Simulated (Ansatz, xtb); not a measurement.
**OSi2Sn: where a starting geometry ends**

The starting geometry of this gas-phase singlet has its atoms placed at random.

| atom | x (Å) | y (Å) | z (Å) |
| --- | --- | --- | --- |
| O | -0.9398 | 1.2379 | 0.4952 |
| Si | 0.9467 | 0.2522 | 1.3814 |
| Si | 0.8502 | -0.3154 | -1.1954 |
| Sn | -1.0898 | -0.9448 | 0.6276 |

Q: Guess where an optimisation with r2SCAN-D4/def2-SVP ends from this start.

A: It ends as a structure given below by its coordinates. Distances that change by over a tenth: Si2–Sn4 (2.48 → 3.17 Å). Contacts that close: O1–Si2 (2.31 → 1.70 Å), Si2–Si3 (2.64 → 2.33 Å).

The energy falls by 3.38 eV over 9 steps:

| step | E − E(last) (eV) |
| --- | --- |
| 1 | 3.377 |
| 2 | 1.567 |
| 3 | 0.664 |
| 4 | 0.134 |
| 5 | 0.018 |
| 6 | 0.002 |
| 7 | 0.000 |
| 8 | 0.000 |
| 9 | 0.000 |

Final geometry (Å):

```xyz
4

O    -0.5216    0.9082    0.6390
Si    1.0740    0.6881    1.1913
Si    0.6458   -0.2990   -0.8704
Sn   -1.4308   -1.0674    0.3488
```

From the same start GFN2-xTB reaches the same bonding as this run.

From so rough a start the end depends on the optimiser's path, so another program may land elsewhere. The end wasn't checked by frequencies. Atoms past krypton carry core potentials, without spin–orbit terms. Run with Ansatz 0.2.0, 30 s on 1 thread of Arm Neoverse V2 (shared host).
